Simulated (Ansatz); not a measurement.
Cost and result up the ladder for Zn8Te7Cl2 (17 atoms). Total charge 0; singlet. Geometry: PBE-D4/def2-SVP.

```tsv
atom	x (Å)	y (Å)	z (Å)
Te1	-1.439	-4.159	2.436
Te2	-3.546	-0.484	1.473
Te3	-0.859	-2.322	-1.571
Te4	2.677	0.680	-1.431
Te5	0.797	-0.208	2.071
Te6	0.805	4.333	-3.628
Te7	0.952	4.347	1.325
Zn8	0.198	-3.589	0.546
Zn9	-2.541	-2.678	0.486
Zn10	0.752	2.086	-2.472
Zn11	-1.422	-1.490	2.659
Zn12	-1.235	-0.108	0.161
Zn13	1.430	-1.290	-0.323
Zn14	1.422	2.014	0.505
Zn15	0.866	4.635	-1.150
Cl16	2.460	-3.414	0.240
Cl17	-1.319	1.646	-1.327
```

Ansatz on 2 threads of AMD EPYC 7R13 on a shared host and a share (18 GiB) of an NVIDIA H100 80GB HBM3. Times are rough, and most runs start from the orbitals of an earlier one. No level here is sound enough to serve as a yardstick. Binding counts from free atoms at the same level (Te triplet, Zn singlet, Cl doublet; other spins of the atoms weren't run), without zero-point energy or a counterpoise term.

In the def2 sets Te takes a core potential; there is no spin–orbit coupling. Correlated methods freeze 110 core orbitals; core or outer-core shells of Te are correlated, in sets that lack core-valence functions. The rows differ in basis, and correlated rows in double-zeta sets carry the largest basis error. Single mean-field runs in def2-SVP, def2-TZVP are fitted with def2-universal-jkfit.

Correlated methods converge slowly with the basis, most of all in double-zeta sets.

```tsv
level	functions	wall time
PBE0-D4/def2-SVP	466	5.5 s
BHLYP-D4/def2-SVP	466	6.5 s
PBE-D4/def2-SVP (with forces)	466	6.5 s
PBE-D4/def2-TZVP	808	7 s
r2SCAN-D4/def2-SVP	466	8 s
BLYP-D4/def2-SVP (with forces)	466	8.5 s
PBE0-D4/def2-TZVP	808	9 s
MP2/def2-SVP	466	11 s
PBE-QIDH/def2-SVP	466	12 s
RPA@PBE/def2-SVP	466	14 s
```

(1) Estimate what each level gives for the binding energy per atom (eV).

Results:

(1) 
```
                         level  binding energy per atom (eV)
              PBE0-D4/def2-SVP                          2.32
             BHLYP-D4/def2-SVP                          2.10
 PBE-D4/def2-SVP (with forces)                          2.35
              PBE-D4/def2-TZVP                          2.16
            r2SCAN-D4/def2-SVP                          2.40
BLYP-D4/def2-SVP (with forces)                          2.09
             PBE0-D4/def2-TZVP                          2.18
                  MP2/def2-SVP                          2.07
             PBE-QIDH/def2-SVP                          2.22
              RPA@PBE/def2-SVP                          1.59
```
